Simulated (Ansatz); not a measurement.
Consider the substitution at a C–N bond: `O=C/N=C\[SiH3]` + `C#CS` → `C#CSC=O` + `N=C[SiH3]`.

Calculated with Ansatz (gas phase, PBE0-D4/def2-TZVP geometries, no zero-point term in ΔE). CCSD(T)/CBS is the MP2 limit (def2-TZVPP, def2-QZVPP) plus CCSD(T) − MP2 in def2-TZVPP, frozen cores. This one scheme is used for every species. Functionals use def2-TZVPP. One conformer a species, not always the lowest.

`O=C/N=C\[SiH3]`:

Z-matrix (Å, degrees):
```
Si
C 1 1.907
H 1 1.486 2 106.1
H 1 1.482 2 108.9 3 -117.2
H 1 1.481 2 110.9 3 119.6
N 2 1.269 1 127.4 3 -148.9
H 2 1.096 1 117.3 3 32.0
C 6 1.390 2 120.9 1 -4.5
O 8 1.203 6 124.3 2 -53.8
H 8 1.104 6 112.7 2 130.8
```

`C#CS`:

Cartesian coordinates in Å:
```
C 0.764 -0.541 0.829
C 0.005 0.123 0.172
S -1.059 1.141 -0.636
H 1.436 -1.137 1.400
H -1.146 0.414 -1.765
```

`C#CSC=O`:

```xyz
7

C     2.015   -0.488   -0.122
C     1.072    0.241    0.036
S    -0.200    1.301    0.265
C    -1.612    0.218    0.063
O    -1.585   -0.946   -0.173
H     2.845   -1.139   -0.264
H    -2.534    0.813    0.194
```

`N=C[SiH3]`:

Cartesian coordinates in Å:
```
N 0.300 0.125 1.681
C -0.093 0.555 0.553
Si 0.012 -0.566 -0.964
H 0.187 0.831 2.412
H -0.497 1.572 0.425
H 0.864 0.091 -1.991
H -1.351 -0.728 -1.539
H 0.577 -1.879 -0.578
```

```csv
level,ΔE (kcal/mol)
PBE-QIDH,1.2
CCSD(T)/def2-TZVPP,1.0
```

(1) What does CCSD(T)/CBS give? (An estimate is asked.)

(2) What do rigid-rotor, harmonic-oscillator terms from PBE0-D4/def2-TZVP frequencies (298.15 K, 1 bar) make of the CCSD(T)/CBS value? (Best estimate.)

Largest T1 diagnostic among the species: 0.017.

Results:

(1) Computed: +0.5 kcal/mol. The listed levels differ from it by 0.7, 0.5 kcal/mol.

(2) Computed: ΔZPE = +1.1 kcal/mol, ΔH = +1.6 kcal/mol, ΔS = 0 J/(mol·K), ΔG = +1.5 kcal/mol. Modes under 50 cm⁻¹ make the entropy rough.

From r2SCAN to r2SCAN0 (25 % exact exchange), in def2-TZVPP and without D4, ΔE moves by +1.4 kcal/mol. At CCSD(T), def2-SVP lies +2.6 kcal/mol from the extrapolated value and def2-TZVPP +0.5 kcal/mol.
